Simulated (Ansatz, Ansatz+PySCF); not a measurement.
```yaml
atoms:
  - { symbol: Li, position_ang: [0.0000, 0.0000, -1.1490] }
  - { symbol: F, position_ang: [0.0000, 0.0000, 0.3830] }
```

Basis set: def2-SVP (spherical functions). Left uncorrelated: 1 orbital. Charge 0, multiplicity 1.

Computed with Ansatz (development build ahead of 0.2.0); each method stands on the lowest determinant of its kind that the runs found. Restricted open shells among the atoms or ions are ROHF, correlated in semicanonical orbitals with singles. Restricted functionals stand beside restricted open-shell atoms, which can lie above the unrestricted atoms usual in DFT and then raise those values.

(1) Give the atomization energy at this shape (free ground-state atoms in the same class of orbitals less the molecule, no zero-point energy) of singlet LiF by ωB97X (restricted), ωB97X (unrestricted), r²SCAN (restricted), r²SCAN (unrestricted), PBE0 (restricted), PBE0 (unrestricted), PBE (unrestricted), PBE (restricted), RHF-CCSD(T), RHF-CCSD, RHF-MP2, RHF, UHF.

## Answers

(1)

```
               method  atomization energy
   ωB97X (restricted)             5.77 eV
 ωB97X (unrestricted)             5.73 eV
  r²SCAN (restricted)             5.72 eV
r²SCAN (unrestricted)             5.66 eV
    PBE0 (restricted)             5.58 eV
  PBE0 (unrestricted)             5.53 eV
   PBE (unrestricted)             5.85 eV
     PBE (restricted)             5.88 eV
          RHF-CCSD(T)             5.28 eV
             RHF-CCSD             5.26 eV
              RHF-MP2             5.53 eV
                  RHF             3.91 eV
                  UHF             3.81 eV
```
